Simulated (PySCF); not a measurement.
SMILES N[Te][GeH3] (H5GeNTe) (PBE0/def2-SVP optimised geometry):

```
8

Te    -1.200     1.575     0.000
N     -0.230     1.940     1.802
H     -0.928     2.240     2.483
H      0.413     2.719     1.664
Ge    -0.338    -0.838     0.000
H     -0.865    -1.522    -1.277
H      1.200    -0.838     0.000
H     -0.861    -1.575     1.245
```

Method: PBE0/def2-TZVP, def2 effective core potentials past Kr in PySCF.

### Question
What are the frontier orbital energies and the dipole moment?

### Answer
HOMO-2 -9.12 eV, HOMO-1 -7.17 eV, HOMO -6.24 eV, LUMO -1.36 eV, LUMO+1 -0.29 eV; dipole moment 0.91 D.
